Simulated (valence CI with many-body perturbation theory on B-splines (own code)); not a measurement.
## E1 transitions of Ar¹¹⁺

Level of theory: relativistic CI+MBPT: five valence electrons over a frozen Dirac-Fock core [He], a basis of 11 s, 11 p, 10 d, 8 f, 5 g, 2 h functions for each j, with the one-electron correlation potential Σ1 (screened to all orders), the two-electron term Σ2, the three-electron term Σ3, Breit, model QED; selected single and double excitations, second order for the rest, scaled by the run's own slope (own B-spline code, finite nucleus).

No measured levels were compared; by estimate levels of excited configurations hold to 0.05 to 0.15 % of their energy, terms of the ground configuration to about 0.5 %. Among the levels kept, up to 4900 cm⁻¹ of a level comes from second order outside the variational space, and about a tenth of that is noise between levels of different J, which matters for small intervals.

Lines 51 to 100 of 573 in falling wavelength, among levels below 3744.0 × 10³ cm⁻¹, chosen from the strongest by gf and those to the six lowest levels. Wavelengths and rates use the calculated energies, so an error of 400 cm⁻¹ moves a line at 759.5 Å by 0.3 % and its rate by three times that or more. Electric multipoles are in the length gauge, E1 and E2 with the static RPA response of the core. Weak lines are less certain than strong ones. Lines between different terms over intervals too small for the method are left out, as are lines whose strength nearly cancels. Where a level lies close to another of its J and parity, the split of strength between their lines is uncertain. The highest levels of a list are the least certain.

Names give the largest LS component (configuration and term), which can be under half, so a name can repeat, a term be missing and a line seem to break the LS rules; names also repeat where a configuration has a term twice. Letters in brackets count levels of one name in rising energy.

| λ vac (Å) | Upper | Lower | A (s⁻¹) | log gf | Branch % |
| --- | --- | --- | --- | --- | --- |
| 759.5 | 2s.2p3.3d 4P°_3/2 [a] | 2s.2p3.3p 4P_5/2 [b] | 4.41e+08 | -0.82 | 0.0 |
| 759.0 | 2s.2p3.3p 4F_9/2 | 2s.2p3.3s 4D°_7/2 | 1.33e+09 | 0.06 | 30.0 |
| 758.6 | 2s.2p3.3d 2D°_5/2 [a] | 2s.2p3.3p 2D_5/2 [a] | 4.06e+08 | -0.68 | 0.0 |
| 758.4 | 2s.2p3.3p 6P_5/2 | 2s.2p3.3s 6S°_5/2 | 1.28e+09 | -0.18 | 7.9 |
| 758.1 | 2s2.2p2.3p 4P°_5/2 | 2s2.2p2.3s 4P_5/2 | 8.77e+08 | -0.34 | 7.6 |
| 753.5 | 2s.2p3.3d 4F°_7/2 [a] | 2s.2p3.3p 4F_7/2 | 1.69e+08 | -0.94 | 0.7 |
| 748.5 | 2s2.2p2.3p 2F°_7/2 | 2s2.2p2.3s 2D_5/2 | 1.23e+09 | -0.08 | 18.7 |
| 746.3 | 2s.2p3.3d 4F°_9/2 [a] | 2s.2p3.3p 4F_9/2 | 4.25e+08 | -0.45 | 8.7 |
| 744.3 | 2s.2p3.3p 6P_7/2 | 2s.2p3.3s 6S°_5/2 | 1.37e+09 | -0.04 | 92.2 |
| 739.5 | 2s.2p3.3d 4P°_1/2 [a] | 2s.2p3.3p 4P_3/2 [b] | 6.80e+08 | -0.95 | 0.0 |
| 735.9 | 2s2.2p2.3p 4P°_1/2 | 2s2.2p2.3s 4P_3/2 | 9.43e+08 | -0.81 | 7.5 |
| 734.6 | 2s2.2p2.3p 4P°_3/2 | 2s2.2p2.3s 4P_3/2 | 4.73e+08 | -0.82 | 3.4 |
| 724.8 | 2s.2p3.3d 4D°_3/2 [c] | 2s.2p3.3p 4P_3/2 [c] | 4.03e+08 | -0.90 | 0.0 |
| 723.4 | 2s.2p3.3d 4D°_5/2 [c] | 2s.2p3.3p 4P_5/2 [c] | 3.59e+08 | -0.77 | 0.0 |
| 723.3 | 2s.2p3.3d 4D°_7/2 [c] | 2s.2p3.3p 4P_5/2 [c] | 9.99e+08 | -0.20 | 0.1 |
| 722.9 | 2s.2p3.3d 4D°_5/2 [c] | 2s.2p3.3p 4P_3/2 [c] | 4.28e+08 | -0.70 | 0.0 |
| 720.8 | 2s2.2p2.3d 2P_3/2 [b] | 2s2.2p2.3p 2P°_3/2 [b] | 6.78e+08 | -0.68 | 0.0 |
| 720.0 | 2s.2p3.3d 4D°_1/2 [c] | 2s.2p3.3p 4P_1/2 [c] | 8.47e+08 | -0.88 | 0.0 |
| 719.7 | 2s.2p3.3d 4D°_3/2 [c] | 2s.2p3.3p 4P_1/2 [c] | 3.62e+08 | -0.95 | 0.0 |
| 717.3 | 2s2.2p2.3p 2P°_3/2 [a] | 2s2.2p2.3s 2P_3/2 | 7.91e+08 | -0.61 | 5.6 |
| 715.8 | 2s.2p3.3d 4F°_7/2 [a] | 2s.2p3.3p 4D_7/2 [a] | 3.38e+08 | -0.68 | 1.4 |
| 713.7 | 2s.2p3.3d 4D°_5/2 [c] | 2s.2p3.3p 2P_3/2 [b] | 2.34e+08 | -0.97 | 0.0 |
| 712.4 | 2s.2p3.3d 4F°_5/2 [a] | 2s.2p3.3p 4D_5/2 [a] | 4.45e+08 | -0.69 | 2.1 |
| 710.1 | 2s.2p3.3d 4F°_9/2 [b] | 2s.2p3.3p 4D_7/2 [b] | 1.42e+09 | 0.03 | 21.9 |
| 708.6 | 2s.2p3.3d 4G°_11/2 | 2s.2p3.3p 4F_9/2 | 1.45e+09 | 0.12 | 51.6 |
| 707.4 | 2s.2p3.3d 2D°_3/2 [a] | 2s.2p3.3p 2D_3/2 [a] | 5.94e+08 | -0.75 | 0.0 |
| 706.6 | 2s.2p3.3d 6D°_7/2 | 2s.2p3.3p 6P_7/2 | 5.15e+08 | -0.51 | 28.9 |
| 705.7 | 2s.2p3.3d 6D°_9/2 | 2s.2p3.3p 6P_7/2 | 1.45e+09 | 0.03 | 99.9 |
| 705.6 | 2s.2p3.3d 4F°_3/2 [a] | 2s.2p3.3p 4D_3/2 [a] | 3.45e+08 | -0.99 | 2.6 |
| 704.5 | 2s.2p3.3d 4G°_9/2 | 2s.2p3.3p 4F_7/2 | 1.40e+09 | 0.02 | 45.9 |
| 704.3 | 2s2.2p2.3d 2D_3/2 [b] | 2s2.2p2.3p 2D°_3/2 [b] | 4.72e+08 | -0.85 | 0.0 |
| 704.1 | 2s.2p3.3d 4F°_7/2 [a] | 2s.2p3.3p 4D_5/2 [a] | 7.02e+08 | -0.38 | 3.0 |
| 703.7 | 2s.2p3.3d 4F°_3/2 [a] | 2s.2p3.3p 4D_1/2 [a] | 6.13e+08 | -0.74 | 4.7 |
| 703.4 | 2s.2p3.3d 4F°_9/2 [a] | 2s.2p3.3p 4D_7/2 [a] | 8.43e+08 | -0.20 | 17.3 |
| 703.3 | 2s2.2p2.3p 2P°_1/2 [c] | 2s2.2p2.3s 2S_1/2 | 1.45e+09 | -0.67 | 10.0 |
| 703.0 | 2s2.2p2.3d 2D_5/2 [b] | 2s2.2p2.3p 2D°_5/2 [b] | 4.36e+08 | -0.71 | 0.0 |
| 700.7 | 2s2.2p2.3p 2P°_3/2 [c] | 2s2.2p2.3s 2S_1/2 | 1.44e+09 | -0.37 | 8.3 |
| 700.4 | 2s.2p3.3d 4F°_5/2 [a] | 2s.2p3.3p 4D_3/2 [a] | 5.67e+08 | -0.60 | 2.7 |
| 698.6 | 2s.2p3.3d 4G°_7/2 | 2s.2p3.3p 4F_5/2 | 1.37e+09 | -0.10 | 18.9 |
| 698.4 | 2s2.2p2.3d 2D_5/2 [b] | 2s2.2p2.3p 2D°_3/2 [b] | 3.88e+08 | -0.77 | 0.0 |
| 698.3 | 2s.2p3.3d 4F°_7/2 [b] | 2s.2p3.3p 4D_5/2 [b] | 1.31e+09 | -0.12 | 1.0 |
| 698.1 | 2s.2p3.3d 4G°_5/2 | 2s.2p3.3p 4F_3/2 | 8.24e+08 | -0.44 | 9.8 |
| 697.1 | 2s2.2p2.3d 2P_1/2 [b] | 2s2.2p2.3p 2P°_1/2 [b] | 6.69e+08 | -1.01 | 0.0 |
| 695.0 | 2s.2p3.3p 2D_3/2 [c] | 2s.2p3.3s 2D°_3/2 [b] | 1.27e+09 | -0.43 | 0.8 |
| 694.8 | 2s.2p3.3d 6D°_3/2 | 2s.2p3.3p 6P_5/2 | 4.47e+08 | -0.89 | 5.2 |
| 694.7 | 2s.2p3.3d 6D°_5/2 | 2s.2p3.3p 6P_5/2 | 9.16e+08 | -0.40 | 23.8 |
| 694.6 | 2s.2p3.3d 4S°_3/2 | 2s.2p3.3p 4P_5/2 [b] | 5.59e+08 | -0.79 | 0.0 |
| 694.3 | 2s.2p3.3d 6D°_7/2 | 2s.2p3.3p 6P_5/2 | 9.71e+08 | -0.25 | 54.4 |
| 693.9 | 2s.2p3.3d 4F°_5/2 [b] | 2s.2p3.3p 4D_5/2 [b] | 3.06e+08 | -0.88 | 0.3 |
| 692.5 | 2s2.2p2.3d 2S_1/2 | 2s2.2p2.3p 2P°_3/2 [b] | 7.44e+08 | -0.97 | 0.0 |

Task: How does gf follow from A for the line at 724.8 Å?

Result: gf = 1.4992 × (2J+1)_upper × A / σ², with σ = 137967 cm⁻¹ and 2J+1 = 4: gf = 0.127.
